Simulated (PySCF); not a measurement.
B(F)(NH2)2 (BFH4N2), SMILES NB(N)F. Coordinates come from a B3LYP-D3(BJ)/def2-SVP optimisation. The values are those of a single conformer.

Calculation: B3LYP-D3(BJ)/def2-SVP (PySCF).

Harmonic wavenumbers (cm⁻¹): 234, 299, 350, 366, 426, 544, 640, 842, 858, 906, 1394, 1421, 1584, 1602, 3622, 3626, 3726, 3726. Rotational constants (GHz): 9.661, 8.902, 4.633; symmetry number 2.

Work out the zero-point energy and the ideal-gas rigid-rotor harmonic-oscillator thermochemistry at 298.15 K and 1 atm.

ZPE = ½ Σ hcν = ½ × 26163 cm⁻¹ = 37.40 kcal/mol. H − E(el) = 41.31 kcal/mol. Entropy in cal/(mol K): translation 38.29, rotation 22.83, vibration 7.88, total 68.99. G − E(el) = 20.75 kcal/mol. Cp = 20.00 cal/(mol K).
